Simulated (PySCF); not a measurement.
A calculated (PBE, PySCF 2.14, dyall-av2z, no relativity, point nucleus) atom or ion has these occupied shells.

```json
{"shell": "1s β", "electrons": "1", "orbital energy (eV)": "-6388.6", "rms radius, mean of both spins (bohr)": "0.0713"}
{"shell": "1s α", "electrons": "1", "orbital energy (eV)": "-6388.5", "rms radius, mean of both spins (bohr)": "0.0713"}
{"shell": "2s α", "electrons": "1", "orbital energy (eV)": "-748.99", "rms radius, mean of both spins (bohr)": "0.307"}
{"shell": "2s β", "electrons": "1", "orbital energy (eV)": "-747.05", "rms radius, mean of both spins (bohr)": "0.307"}
{"shell": "2p α", "electrons": "3", "orbital energy (eV)": "-644.03", "rms radius, mean of both spins (bohr)": "0.275"}
{"shell": "2p β", "electrons": "3", "orbital energy (eV)": "-642.58", "rms radius, mean of both spins (bohr)": "0.275"}
{"shell": "3s α", "electrons": "1", "orbital energy (eV)": "-100.68", "rms radius, mean of both spins (bohr)": "0.917"}
{"shell": "3s β", "electrons": "1", "orbital energy (eV)": "-96.203", "rms radius, mean of both spins (bohr)": "0.917"}
{"shell": "3p α", "electrons": "3", "orbital energy (eV)": "-70.573", "rms radius, mean of both spins (bohr)": "0.972"}
{"shell": "3p β", "electrons": "3", "orbital energy (eV)": "-66.165", "rms radius, mean of both spins (bohr)": "0.972"}
{"shell": "3d α", "electrons": "4", "orbital energy (eV)": "-22.334", "rms radius, mean of both spins (bohr)": "1.21"}
{"shell": "4s α", "electrons": "1", "orbital energy (eV)": "-13.861", "rms radius, mean of both spins (bohr)": "2.91"}
{"shell": "4s β", "electrons": "1", "orbital energy (eV)": "-13.013", "rms radius, mean of both spins (bohr)": "2.91"}
```

Task: Name the element and its charge.

Result: Mn+ (manganese, charge +1), in [Ar] 3d4 4s2, high-spin 5D determinant (an excited configuration).
